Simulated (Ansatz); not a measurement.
Coupled-cluster diagnostics for Be2O2, Ansatz.

Geometry of the singlet (B3LYP-D4/def2-TZVP):

Cartesian coordinates in Å:
```
Be 0.848 -1.570 -1.110
Be -0.290 0.525 0.414
O 0.304 -0.550 -0.411
O -0.862 1.595 1.106
```

Correlated methods freeze 2 core orbitals. The geometry of the singlet was relaxed on an unsound state (restricted singlet whose occupied levels cross empty ones at other levels, untested at these). Another isomer (singlet) lies 3.21 eV lower at PBE0-D4/def2-TZVP; other spin states weren't run for this one.

**Question.** Estimate the CCSD(T) correlation energy, the shares of MP2 and (T), T1 and the reference's ⟨S²⟩ for: charge 0, singlet, own geometry in def2-TZVPP; and the rough time on 4 threads of Arm Neoverse V1 on a shared host.

**Answer.** 
```
                          state       basis  correlation (eV)  MP2 share (%)  (T) share (%)     T1  ⟨S²⟩ (pure)  wall time                                   remarks
charge 0, singlet, own geometry  def2-TZVPP           -18.087           94.0            6.5  0.112  0.00 (0.00)       14 s  flagged by the program, large T1 (0.112)
```
Customary marks for T1 are 0.02 (closed shells), 0.045 (open shells) and about 0.05 (3d metals). T1 exceeds 0.02 in 1 of 1 rows and 0.045 in 1; the higher it lies, the less the single-reference result can be trusted.
